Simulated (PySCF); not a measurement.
C3H3, SMILES C#C[CH2], multiplicity 2.

The structure is a stationary point at ωB97X-D3(BJ)/def2-TZVP. The isomer is the one that the SMILES or the coordinates give; other isomers of the formula were not compared.

The numbers are results of TDA-M06-2X/def2-SVPD in PySCF, not measurements.

Vertical excitations. 

**Question.** Give excitation energies, oscillator strengths and character. (Estimate from the structure and the level; the computed values follow.)

**Answer.** 
| state | energy (eV) | λ (nm) | f | main pairs |
|---|---|---|---|---|
| root 1 | 3.21 | 386 | 0.000 | β HOMO→LUMO 97 % |
| root 2 | 4.26 | 291 | 0.032 | α HOMO→LUMO+4 10 %, β HOMO−1→LUMO 83 % |
| root 3 | 4.79 | 259 | 0.000 | α HOMO→LUMO+1 95 % |
| root 4 | 5.67 | 219 | 0.001 | α HOMO→LUMO 94 % |
| root 5 | 5.95 | 208 | 0.004 | α HOMO−1→LUMO+1 34 %, β HOMO→LUMO+3 55 % |
| root 6 | 6.62 | 187 | 0.081 | α HOMO→LUMO+4 67 %, α HOMO−1→LUMO+1 21 % |
| root 7 | 6.65 | 187 | 0.022 | α HOMO→LUMO+2 94 % |
| root 8 | 7.15 | 173 | 0.000 | β HOMO−1→LUMO+3 73 %, β HOMO−2→LUMO 15 % |
| root 9 | 7.21 | 172 | 0.003 | α HOMO→LUMO+3 95 % |
| root 10 | 7.41 | 167 | 0.000 | α HOMO−1→LUMO+4 7 %, β HOMO−2→LUMO 64 %, β HOMO−1→LUMO+3 18 % |
Unrestricted roots are not spin-pure.
